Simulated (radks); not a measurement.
Task: All-electron atom: Er LVI in [Ne] 3s2 3p1 (the NIST ground configuration). All-electron calculation, Dirac Kohn-Sham, BLYP, spin-unpolarised, spherical densities, finite nucleus; open shells fill j = l - 1/2 first; Fermi nuclear charge, rms radius 5.2516 fm. Program: a radial shooting solver on a logarithmic mesh with Libxc functionals. Some entries of the table are withheld. Estimate them.

| orbital | occ. | eigenvalue (hartree) | <r> (bohr) |
|---|---|---|---|
| 1s1/2 | 2 | (1) | (2) |
| 2s1/2 | 2 | -502.2630 | 0.08469 |
| 2p1/2 | 2 | (3) | 0.07037 |
| 2p3/2 | 4 | (4) | 0.07735 |
| 3s1/2 | 2 | -203.9086 | 0.2044 |
| 3p1/2 | 1 | (5) | 0.1922 |
| 3p3/2 | 0 | (6) | 0.2025 |
| 3d3/2 | 0 | -182.5082 | 0.1737 |
| 3d5/2 | 0 | -180.2819 | 0.1770 |
| 4s1/2 | 0 | -109.7464 | (7) |

Result: 
(1) 1s1/2 eigenvalue (hartree): -2262.450
(2) 1s1/2 <r> (bohr): 0.02036
(3) 2p1/2 eigenvalue (hartree): -487.6554
(4) 2p3/2 eigenvalue (hartree): -452.9158
(5) 3p1/2 eigenvalue (hartree): -198.6745
(6) 3p3/2 eigenvalue (hartree): -189.4610
(7) 4s1/2 <r> (bohr): 0.3833
